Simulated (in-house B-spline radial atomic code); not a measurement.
Values are calculated unless marked as measured or tabulated.
# Two electrons in Si: a Gaussian well −V exp(−r²/w²) with V = 198 meV and w = 6.98 nm

For Si the NSM archive of the Ioffe Institute lists m_l = 0.98 m0, m_t = 0.19 m0 and ε = 11.7; the model takes one isotropic valley with the conductivity mass 3/(1/m_l + 2/m_t) = 0.26 m0, and so misses anisotropy and the other valleys. All triplets below are those of one valley; with several valleys two electrons can form a triplet in the 1s orbital itself, at an energy set by the valley splitting.

Effective-mass model with parabolic bands, a uniform dielectric constant, no image charges, no central-cell or spin-orbit terms. Two-electron levels come from full CI in B-splines with partial waves to l = 5 (up to 0.001 effective hartree above the limit).

Task: What are the effective units, and what is the potential in them?

Result: Ha* = 27211.386 meV × 0.26/11.7² = 51.68 meV and a* = 0.0529177 nm × 11.7/0.26 = 2.381 nm. V = 3.83 Ha* and w = 2.93 a*.

In these units the lowest s and p orbitals lie at -2.525367 and -1.737509, and their Coulomb and exchange integrals are J_ss = 0.714631, J_sp = 0.576487 and K_sp = 0.1112. Full CI gives -4.406066 for the ground singlet, -3.816060 for the sp triplet, -3.645964 for the sp singlet and -3.229942 for the lowest triplet of two s orbitals.

Task: What does it cost to add the second electron, to first order and exactly?

Result: To first order E = 2ε_s + J_ss = -4.336103, so the charging energy E(2) − 2E(1) is J_ss = 36.93 meV. CI gives -4.406066 − 2 × (-2.525367) = 0.644668, or 33.32 meV: relaxation and correlation lower it by 3.616 meV, 9.8 % of J_ss. The s² configuration of one-electron orbitals holds 96.4 % of the state, and the mean radius is 3.28 nm. The second electron is bound by ε_s − E = 97.2 meV, against 130.5 meV for the first.

Task: How far above the singlet do the triplets lie?

Result: To first order the sp triplet lies at ε_s + ε_p + J_sp − K_sp = -3.797566, which is 27.83 meV above 2ε_s + J_ss. CI gives -3.816060 − (-4.406066) = 0.590006, or 30.49 meV, 75 % of the orbital spacing of 40.72 meV. The ss triplet lies 60.79 meV up, so the lower of the two is the sp one, and its gap equals k_BT at 354 K. The sp singlet-triplet splitting is 8.791 meV, against 2K_sp = 11.49 meV.
